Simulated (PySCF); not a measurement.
AlH, SMILES [AlH] (connectivity only; charge and spin as stated), neutral, multiplicity 1.

Coordinates come from a r2SCAN-D4/def2-TZVPD optimisation.

Level of theory: TDDFT-CAM-B3LYP/def2-TZVPD (PySCF).

Vertical excitations; the highest root listed may be one member of a degenerate set. Gas-phase values at a fixed geometry.

Question: List the lowest excited states. (An estimate is asked for; the answer gives what the named calculation found.)

Answer: 
```csv
state,energy (eV),λ (nm),f,main pairs
S1,2.88,431,0.046,HOMO→LUMO (degenerate set)
S2,2.88,431,0.046,HOMO→LUMO+1 (degenerate set)
S3,5.43,228,0.173,HOMO→LUMO+2 99 %
S4,6.46,192,0.473,HOMO→LUMO+3 99 %
S5,6.64,187,0.000,HOMO→LUMO+7 (degenerate set)
S6,6.64,187,0.000,HOMO→LUMO+6 (degenerate set)
S7,6.71,185,0.144,HOMO→LUMO+5 (degenerate set)
S8,6.71,185,0.144,HOMO→LUMO+4 (degenerate set)
S9,7.88,157,0.493,HOMO−1→LUMO+1 (degenerate set)
S10,7.88,157,0.493,HOMO−1→LUMO (degenerate set)
T1,1.76,703,0,HOMO→LUMO+1 (degenerate set)
T2,1.76,703,0,HOMO→LUMO (degenerate set)
T3,4.98,249,0,"HOMO→LUMO+3 64 %, HOMO→LUMO+2 27 %"
T4,5.35,232,0,"HOMO→LUMO+2 71 %, HOMO→LUMO+3 25 %"
```
Triplets are in the Tamm–Dancoff approximation, which puts them higher than full response would, so one can lie above its singlet here.
